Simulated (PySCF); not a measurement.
Stepwise substitution at one centre (Ge OCH3-I). All species are isolated molecules in the gas phase. One relaxed conformer stands for each flexible species; it need not be the lowest. Strings in code marks are SMILES.

The numbers are results of PBE-D3(BJ)/def2-TZVP // PBE0-D3(BJ)/def2-SVP (PySCF), not measurements. All candidates: neutral, multiplicity 1. Excitations are Tamm–Dancoff values on a coarser integration grid. The basis has no diffuse functions, so Rydberg states are missing or too high.

```
Item                    Value
-------------------  --------
HOMO                 -6.65 eV
HOMO–LUMO gap         2.53 eV
S1 excitation (TDA)   2.66 eV
```

Say which member has these values.
A. `C[O][Ge]([I])([I])[O]C` (C–O–Ge–I torsion -63°, I–Ge–O–C torsion -178°)
B. `C[O][Ge]([I])([I])[I]` (C–O–Ge–I torsion 180°)
C. `C[O][Ge]([O]C)([O]C)[O]C`
D. `[I][Ge]([I])([I])[I]`

D, `[I][Ge]([I])([I])[I]`. The others give `C[O][Ge]([I])([I])[O]C` (C–O–Ge–I torsion -63°, I–Ge–O–C torsion -178°): -6.56 eV, 3.67 eV, 3.85 eV; `C[O][Ge]([I])([I])[I]` (C–O–Ge–I torsion 180°): -6.56 eV, 2.99 eV, 3.13 eV; `C[O][Ge]([O]C)([O]C)[O]C`: -6.45 eV, 5.62 eV, 5.77 eV
